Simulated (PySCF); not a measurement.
Atoms are numbered as in `[O:1]=[CH:2][c:3]1[n:4][n:5][c:6]([C:7]([F:8])([F:9])[F:10])[o:11]1`. Each H is labelled by its parent atom.

PySCF 2.14 calculation with shieldings: GIAO PBE0/pcSseg-1 and geometry: GFN2-xTB; non-relativistic, one averaged value for each set of equivalent atoms, no solvent, single conformer.

Referencing at the same level of theory: 13C (186.93 ppm), 1H (31.72 ppm) vs TMS; 17O (336.08 ppm) against H2O; 15N (267.73 ppm) against NH3; CFCl3 for 19F (170.95 ppm).

| atoms | nucleus | count | Hirshfeld charge | δ (ppm) |
| --- | --- | --- | --- | --- |
| O11 | 17O | 1 | -0.04 | 327.9 |
| H(C2) | 1H | 1 | 0.07 | ? |
| F8/F9/F10 | 19F | 3 | -0.08 | -77.7 |
| N5 | 15N | 1 | -0.12 | ? |
| C7 | 13C | 1 | 0.27 | ? |
| C3 | 13C | 1 | 0.12 | 169.6 |
| O1 | 17O | 1 | -0.19 | 726.0 |
| C6 | 13C | 1 | 0.11 | 162.8 |
| C2 | 13C | 1 | 0.13 | 182.4 |
| N4 | 15N | 1 | -0.11 | 389.6 |

Q: Fill in the missing shifts.

A: 
- C7: 126.4 ppm, CF3 carbon; 3 electronegative neighbours deshield it
- H(C2): 10.31 ppm, hydrogen on an aldehyde carbonyl carbon; deshielded by the polar, anisotropic C=O bond
- N5: 369.0 ppm, pyridine-type nitrogen of an azole

Shifts are as computed. Against solution values, carbons near 30 ppm lie about +3 ppm off and those near 130 ppm about +5 ppm. Of 1211 compounds with measured shifts, 218 miss one by over three times the rms of a fit or turn the order of signals round; such compounds aren't used in these exercises. Unscaled 19F shifts against computed CFCl3 carry errors that often reach 10 to 50 ppm. Unscaled 17O shifts of doubly bonded oxygen tend to come out too high, by tens of ppm or more. Experimental scales use liquid or dissolved standards, which lie at an offset from isolated NH3 (liquid NH3: subtract about 20 ppm) and H2O (liquid H2O: subtract about 36 ppm). Unscaled 15N shifts of sp2 nitrogen come out 20 to 40 ppm too high even then.
